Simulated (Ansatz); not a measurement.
Reaction (formal exchange of groups at the Al–C bond): `N/C(Cl)=[CH]/[AlH2]` + `CCI` → `[AlH2][CH2]CI` + `C=C(N)Cl`

Isolated molecules relaxed with PBE0-D4/def2-TZVP in Ansatz; ΔE leaves out vibrations. CCSD(T)/CBS is the MP2 limit (def2-TZVPP, def2-QZVPP) plus CCSD(T) − MP2 in def2-TZVPP, frozen cores. Functionals use def2-TZVPP. def2 core potentials past Kr. For I outer-core shells are correlated without core-valence functions, which leaves a few kJ/mol of doubt a bond. One conformer a species, not always the lowest.

```json
{"species": "`N/C(Cl)=[CH]/[AlH2]`", "ωB97X-V energy (Eh)": "-836.49946"}
{"species": "`CCI`", "ωB97X-V energy (Eh)": "-376.92762"}
{"species": "`[AlH2][CH2]CI`", "ωB97X-V energy (Eh)": "-619.90481"}
{"species": "`C=C(N)Cl`", "ωB97X-V energy (Eh)": "-593.50687"}
```

Task: Work out ΔE.

Result: ΔE = (-619.90481) + (-593.50687) − (-836.49946) − (-376.92762) = 0.01540 Eh = +40.4 kJ/mol. CCSD(T)/CBS gives +38.4 kJ/mol.

Largest T1 diagnostic among the species: 0.012.
